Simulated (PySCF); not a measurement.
pentafluoroethane (C₂HF₅), singlet, geometry from GFN2-xTB, with bond 6-4 at 2.2 times its length; PBE0/6-31G run with PySCF.

Here is a job for PySCF.
```python
from pyscf import gto, scf, dft

mol = gto.M(
    atom='''
F     1.251144   -1.248423    0.511104
C     0.931386   -0.169865   -0.218652
F     1.587801    0.883492    0.288926
C    -0.595882    0.079322   -0.141779
F    -1.023063    0.275912    1.097322
F    -1.313284    2.434390   -1.740561
F    -1.255767   -0.963978   -0.648210
H     1.243703   -0.328042   -1.263212
''',
    basis='6-31g',
    charge=0,
    spin=0,
    verbose=5,
)

mf = dft.RKS(mol)
mf.xc = 'pbe0'
mf.kernel()
mo_i, mo_e, stable_i, stable_e = mf.stability(internal=True, external=True, return_status=True, nroots=6, tol=1e-6)
print('internally stable:', stable_i, ' externally stable:', stable_e)
if not stable_e:
    umf = mf.to_uhf() if not hasattr(mf, 'xc') else mf.to_uks()
    umf.scf_summary = {}
    umf.kernel(umf.make_rdm1(mo_e, umf.mo_occ))
mf.analyze()
```

Task: What does PySCF print? Leave out banner, timings and long lists.

Result: 
```
PySCF version 2.14.0

[INPUT] verbose = 5
[INPUT] max_memory = 4000
[INPUT] num. atoms = 8
[INPUT] num. electrons = 58
[INPUT] charge = 0
[INPUT] spin (= nelec alpha-beta = 2S) = 0
[INPUT] symmetry False subgroup None
[INPUT] Mole.unit = angstrom
[INPUT] Symbol           X                Y                Z      unit          X                Y                Z       unit  Magmom
[...]
[INPUT] ---------------- BASIS SET ----------------
[INPUT] l, kappa, [nprim/nctr], expnt,             c_1 c_2 ...
[INPUT] F
[...]
                                1051.36609        0.0139160796
                                239.28569         0.0684053245
                                67.3974453        0.23318576
                                21.5199573        0.471267439
                                7.4031013         0.356618546
[...]
                                4.80830834        -0.146451658
                                1.34406986        1.12868858
[...]
                                4.80830834        0.345912103
                                1.34406986        0.722469957
[...]
[INPUT] H
[...]
                                2.8253937         0.23472695
                                0.6401217         0.81375733
[...]
[INPUT] C
[...]
                                457.36951         0.0140373
                                103.94869         0.0688426
                                29.210155         0.2321844
                                9.286663          0.4679413
                                3.163927          0.362312
[...]
                                1.8812885         -0.1608542
                                0.5442493         1.1434564
[...]
                                1.8812885         0.316424
                                0.5442493         0.7443083
[...]
nuclear repulsion = 318.459516398553
number of shells = 37
number of NR pGTOs = 158
number of NR cGTOs = 65
basis = 6-31g
ecp = {}

******** <class 'pyscf.dft.rks.RKS'> ********
method = RKS
initial guess = minao
damping factor = 0
level_shift factor = 0
DIIS = <class 'pyscf.scf.diis.CDIIS'>
diis_start_cycle = 1
diis_space = 8
diis_damp = 0
SCF conv_tol = 1e-09
SCF conv_tol_grad = None
SCF max_cycles = 50
direct_scf = True
direct_scf_tol = 1e-13
XC library pyscf.dft.libxc version 7.1.2
    S. Lehtola, C. Steigemann, M. J. T. Oliveira, and M. A. L. Marques,  SoftwareX 7, 1–5 (2018)
XC functionals = pbe0
    C. Adamo and V. Barone,  J. Chem. Phys. 110, 6158 (1999)
[...]
converged SCF energy = -575.096975380992
<class 'pyscf.dft.rks.RKS'> wavefunction is stable in the internal stability analysis
<class 'pyscf.dft.rks.RKS'> wavefunction has an real -> complex instability
<class 'pyscf.dft.rks.RKS'> wavefunction has an RHF/RKS -> UHF/UKS instability
internally stable: True  externally stable: False
SCF not converged.
Total Energy =                        -575.096975380992262
[...]
3 C 3px          0.09582   0.01950   0.01653   0.03223   0.06498
3 C 3py         -0.20597   0.01513  -0.01344  -0.11322  -0.03218
3 C 3pz          0.14528  -0.00235  -0.05572   0.07658   0.02194
4 F 1s           0.00033  -0.00125   0.00235  -0.00214  -0.00125
4 F 2s          -0.00432   0.01600  -0.02880   0.02430   0.01445
4 F 3s           0.08155  -0.30002   0.57171  -0.52194  -0.28912
4 F 2px         -0.00011   0.00419  -0.00696   0.00283   0.00256
4 F 2py          0.00180  -0.00167   0.00029  -0.00281  -0.00173
4 F 2pz         -0.00070  -0.00529   0.01253  -0.01319  -0.00742
4 F 3px         -0.06907  -0.06246   0.04793  -0.03331  -0.14204
4 F 3py          0.18248  -0.02900  -0.03093   0.09382   0.04400
4 F 3pz         -0.14971   0.17874  -0.23477   0.13062   0.08270
5 F 1s           0.00238  -0.00002  -0.00004   0.00013   0.00002
5 F 2s          -0.01530   0.00029   0.00037  -0.00100  -0.00022
5 F 3s           0.77164  -0.00459  -0.00832   0.02921   0.00472
5 F 2px         -0.00040   0.00009   0.00039   0.00020  -0.00009
5 F 2py         -0.00080  -0.00097   0.00031   0.00118   0.00032
5 F 2pz          0.00077  -0.00050   0.00120  -0.00088  -0.00025
5 F 3px          0.06017  -0.00337   0.00639   0.01764   0.00361
5 F 3py         -0.32967  -0.02428   0.02410  -0.00405  -0.00227
5 F 3pz          0.22714  -0.02894   0.03141   0.00140  -0.00107
6 F 1s           0.00030   0.00209  -0.00143  -0.00259  -0.00050
6 F 2s          -0.00357  -0.02603   0.01760   0.02983   0.00487
6 F 3s           0.07745   0.51906  -0.33756  -0.62137  -0.12158
6 F 2px         -0.00069  -0.00754   0.00625   0.00688   0.00149
6 F 2py          0.00162  -0.00849   0.00542   0.01417   0.00059
6 F 2pz         -0.00176  -0.00199   0.00333   0.00644   0.00301
6 F 3px         -0.09086   0.04550  -0.13970  -0.14319  -0.04310
6 F 3py          0.21191   0.21408  -0.15959  -0.10321  -0.01664
6 F 3pz         -0.12492   0.11247  -0.00174  -0.14317  -0.01226
7 H 1s          -0.00176  -0.00317   0.00260   0.00644  -0.01839
7 H 2s           0.00759   0.00747  -0.00814  -0.01852   0.06864
 ** Mulliken pop on meta-lowdin orthogonal AOs  **
 ** Mulliken pop  **
 ** Mulliken atomic charges  **
charge of    0F =     -0.22241
charge of    1C =      0.37842
charge of    2F =     -0.22744
charge of    3C =      0.49529
charge of    4F =     -0.11969
charge of    5F =     -0.33774
charge of    6F =     -0.13382
charge of    7H =      0.16739
Dipole moment(X, Y, Z, Debye):  1.74424, -3.73796,  0.79595
```

The run did not converge; its last values are not results.
